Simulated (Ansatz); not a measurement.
`[OH][GaH][SeH]`. The species carries charge 0 and has multiplicity 1. All single points use the PBE0-D4/def2-TZVP geometry. It is one conformer, not always the lowest.

```xyz
6

O     0.463    1.511    0.192
Ga   -0.764    0.254   -0.107
Se   -0.115   -1.982   -0.172
H     1.355    1.182    0.316
H    -2.234    0.698   -0.317
H     1.295   -1.663    0.088
```

Problem. What is the dipole moment at r2SCAN/def2-TZVPP? (An estimate is asked.)

Solution. Ansatz gave: 0.88 D, with components (0.76, -0.43, 0.10) D in this frame, pointing from negative to positive charge.

Problem. And with PBE, B3LYP, ωB97M-V? (Estimate.)

Solution. Computed: PBE 0.88 D, B3LYP 0.86 D, ωB97M-V 0.79 D.

Problem. Give the Mulliken charges with r2SCAN, ωB97M-V, B3LYP in def2-TZVPP. (Estimate.)

Solution. The calculation gave: 
```csv
atom,r2SCAN,ωB97M-V,B3LYP
O1,-0.42,-0.40,-0.40
Ga2,0.44,0.41,0.42
Se3,-0.22,-0.23,-0.20
H4,0.19,0.16,0.17
H5,-0.04,-0.01,-0.03
H6,0.06,0.06,0.04
```

B3LYP here is the variant with VWN-RPA as its local correlation; programs differ in this.
